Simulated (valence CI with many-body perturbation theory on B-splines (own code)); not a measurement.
# Forbidden lines of Zr XXXV

Method: relativistic CI+MBPT: four valence electrons over a frozen Dirac-Fock core [He], a basis of 11 s, 11 p, 9 d, 7 f, 5 g, 2 h, 1 i functions for each j, with the one-electron correlation potential Σ1 (screened to all orders), the two-electron term Σ2, the three-electron term Σ3, Breit, model QED; selected single and double excitations, second order for the rest (own B-spline code, finite nucleus).

The last digits are not significant, and no measured levels were compared; by estimate large intervals hold to a few tenths of a per cent, small ones and those within an open d or f shell to about a per cent. Among the levels kept, up to 260 cm⁻¹ of a level comes from second order outside the variational space, and about a tenth of that is noise between levels of different J, which matters for small intervals.

Lines 1 to 40 of 40 in falling wavelength, among levels below 2900.6 eV, chosen from the decays that carry over 1 % of a level's rate. Wavelengths and rates use the calculated energies. Electric multipoles are in the length gauge, E1 and E2 with the static RPA response of the core. Weak lines are less certain than strong ones. Lines between different terms over intervals too small for the method are left out, as are lines whose strength nearly cancels. The highest levels of a list are the least certain.

Levels are named by their leading jj configuration (3d3/2^4 stands for four electrons in 3d with j = 3/2), which in mixed levels can hold well under half, so a name can repeat and another be missing. Letters in brackets count levels of one name in rising energy.

| λ vac (nm) | Upper | Lower | Type | A (s⁻¹) | Branch % |
| --- | --- | --- | --- | --- | --- |
| 106.4 | (2s^2 2p1/2 2p3/2) J=2 | (2s^2 2p1/2 2p3/2) J=1 | M1 | 5.01e+03 | 75.5 |
| 15.11 | (2s^2 2p1/2 2p3/2) J=1 | (2s^2 2p1/2^2) J=0 | M1 | 3.95e+06 | 100.0 |
| 13.74 | (2s^2 2p3/2^2) J=2 | (2s^2 2p1/2 2p3/2) J=2 | M1 | 3.83e+06 | 48.0 |
| 13.23 | (2s^2 2p1/2 2p3/2) J=2 | (2s^2 2p1/2^2) J=0 | E2 | 1.63e+03 | 24.5 |
| 12.17 | (2s^2 2p3/2^2) J=2 | (2s^2 2p1/2 2p3/2) J=1 | M1 | 4.13e+06 | 51.9 |
| 9.599 | (2s^2 2p3/2^2) J=0 | (2s^2 2p1/2 2p3/2) J=1 | M1 | 1.44e+07 | 99.9 |
| 0.5275 | (2s^2 2p3/2 3d5/2) J=4 | (2s 2p3/2^3) J=2 | E2 | 2.42e+08 | 4.6 |
| 0.5118 | (2s^2 2p3/2 3d5/2) J=4 | (2s 2p1/2 2p3/2^2) J=2 [b] | E2 | 2.05e+08 | 3.9 |
| 0.5033 | (2s^2 2p3/2 3d5/2) J=4 | (2s 2p1/2 2p3/2^2) J=3 | E2 | 2.38e+08 | 4.5 |
| 0.5012 | (2s 2p1/2 2p3/2 3p3/2) J=4 | (2s 2p1/2 2p3/2^2) J=2 [b] | E2 | 6.47e+08 | 1.1 |
| 0.4988 | (2s^2 2p3/2 3d5/2) J=4 | (2s 2p1/2 2p3/2^2) J=2 [a] | E2 | 1.00e+08 | 1.9 |
| 0.4978 | (2s^2 2p3/2 3p1/2) J=2 | (2s^2 2p3/2^2) J=0 | E2 | 8.83e+09 | 1.4 |
| 0.4955 | (2s^2 2p1/2 3p1/2) J=1 | (2s^2 2p1/2 2p3/2) J=2 | E2 | 3.07e+10 | 14.4 |
| 0.4948 | (2s 2p1/2^2 3p1/2) J=0 | (2s 2p1/2^2 2p3/2) J=2 | E2 | 5.26e+10 | 2.1 |
| 0.4932 | (2s^2 2p1/2 3p1/2) J=1 | (2s^2 2p1/2 2p3/2) J=1 | E2 | 2.93e+10 | 13.8 |
| 0.4930 | (2s 2p1/2 2p3/2 3p3/2) J=4 | (2s 2p1/2 2p3/2^2) J=3 | E2 | 1.12e+10 | 18.7 |
| 0.4929 | (2s^2 2p3/2 3p1/2) J=1 | (2s^2 2p3/2^2) J=2 | E2 | 3.52e+10 | 3.7 |
| 0.4924 | (2s^2 2p3/2 3p1/2) J=2 | (2s^2 2p3/2^2) J=2 | E2 | 3.98e+10 | 6.2 |
| 0.4918 | (2s^2 2p1/2 3p1/2) J=0 | (2s^2 2p1/2 2p3/2) J=2 | E2 | 5.25e+10 | 5.4 |
| 0.4913 | (2s 2p1/2 2p3/2 3p3/2) J=0 [b] | (2s 2p1/2 2p3/2^2) J=2 [b] | E2 | 1.96e+10 | 2.3 |
| 0.4891 | (2s^2 2p1/2 3p3/2) J=1 | (2s^2 2p1/2 2p3/2) J=2 | E2 | 1.37e+10 | 1.1 |
| 0.4891 | (2s^2 2p3/2 3p3/2) J=3 | (2s^2 2p3/2^2) J=2 | E2 | 1.92e+10 | 4.7 |
| 0.4889 | (2s^2 2p3/2 3p3/2) J=1 | (2s^2 2p3/2^2) J=2 | E2 | 2.22e+10 | 5.1 |
| 0.4886 | (2s^2 2p1/2 3p3/2) J=2 | (2s^2 2p1/2 2p3/2) J=2 | E2 | 1.99e+10 | 5.7 |
| 0.4869 | (2s^2 2p1/2 3p3/2) J=1 | (2s^2 2p1/2 2p3/2) J=1 | E2 | 1.53e+10 | 1.2 |
| 0.4864 | (2s^2 2p1/2 3p3/2) J=2 | (2s^2 2p1/2 2p3/2) J=1 | E2 | 9.33e+09 | 2.7 |
| 0.4844 | (2s 2p1/2 2p3/2 3d5/2) J=5 | (2s 2p1/2 2p3/2^2) J=3 | M2 | 4.92e+08 | 12.3 |
| 0.4836 | (2s^2 2p3/2 3p3/2) J=0 | (2s^2 2p3/2^2) J=2 | E2 | 6.85e+10 | 3.9 |
| 0.4826 | (2s^2 2p3/2 3d5/2) J=4 | (2s 2p1/2^2 2p3/2) J=2 | E2 | 3.40e+08 | 6.5 |
| 0.4798 | (2s^2 2p3/2 3d5/2) J=4 | (2s^2 2p3/2^2) J=2 | M2 | 4.54e+08 | 8.7 |
| 0.4793 | (2s 2p1/2 2p3/2 3p3/2) J=0 [b] | (2s 2p1/2 2p3/2^2) J=2 [a] | E2 | 1.44e+10 | 1.7 |
| 0.4731 | (2s 2p1/2 2p3/2 3p3/2) J=4 | (2s 2p1/2^2 2p3/2) J=2 | E2 | 3.48e+10 | 58.1 |
| 0.4723 | (2s^2 2p3/2 3p3/2) J=3 | (2s^2 2p1/2 2p3/2) J=2 | E2 | 1.62e+10 | 4.0 |
| 0.4721 | (2s^2 2p3/2 3p3/2) J=1 | (2s^2 2p1/2 2p3/2) J=2 | E2 | 2.01e+10 | 4.6 |
| 0.4712 | (2s^2 2p1/2 3p3/2) J=2 | (2s^2 2p1/2^2) J=0 | E2 | 2.59e+10 | 7.4 |
| 0.4702 | (2s^2 2p3/2 3p3/2) J=3 | (2s^2 2p1/2 2p3/2) J=1 | E2 | 1.85e+10 | 4.6 |
| 0.4672 | (2s^2 2p3/2 3p3/2) J=0 | (2s^2 2p1/2 2p3/2) J=2 | E2 | 3.00e+10 | 1.7 |
| 0.4652 | (2s 2p1/2 2p3/2 3d5/2) J=5 | (2s 2p1/2^2 2p3/2) J=2 | E3 | 5.41e+07 | 1.4 |
| 0.4637 | (2s^2 2p3/2 3d5/2) J=4 | (2s^2 2p1/2 2p3/2) J=2 | M2 | 1.09e+08 | 2.1 |
| 0.4483 | (2s 2p1/2 2p3/2 3d3/2) J=4 | (2s^2 2p1/2 2p3/2) J=2 | E2 | 2.88e+10 | 3.1 |
